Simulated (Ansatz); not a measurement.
BH3 (SMILES B), charge 0, multiplicity 1, relaxed at each level with Ansatz (a program for electronic structure); harmonic frequencies from differences of analytic forces, average atomic masses, frozen cores.

Problem. Give the equilibrium geometry, the harmonic frequencies and the zero-point energy at r2SCAN/def2-TZVPP.

Solution. 
(charge 0, multiplicity 1):
```csv
atom,x (Å),y (Å),z (Å)
B,0.0000,0.0000,0.0000
H,-0.1274,1.1843,-0.0014
H,-0.9618,-0.7025,-0.0150
H,1.0892,-0.4818,0.0165
```
Frequencies (cm⁻¹): 1156, 1196, 1196, 2554, 2694, 2694. Zero-point energy 16.43 kcal/mol.

Problem. Give the equilibrium geometry, the harmonic frequencies and the zero-point energy at CCSD(T)/cc-pVQZ.

Solution. 
(charge 0, multiplicity 1):
```xyz
4

B      0.000     0.000     0.000
H     -0.127     1.183    -0.001
H     -0.961    -0.702    -0.015
H      1.088    -0.481     0.016
```
Frequencies (cm⁻¹): 1160, 1221, 1221, 2568, 2703, 2703. Zero-point energy 16.55 kcal/mol.
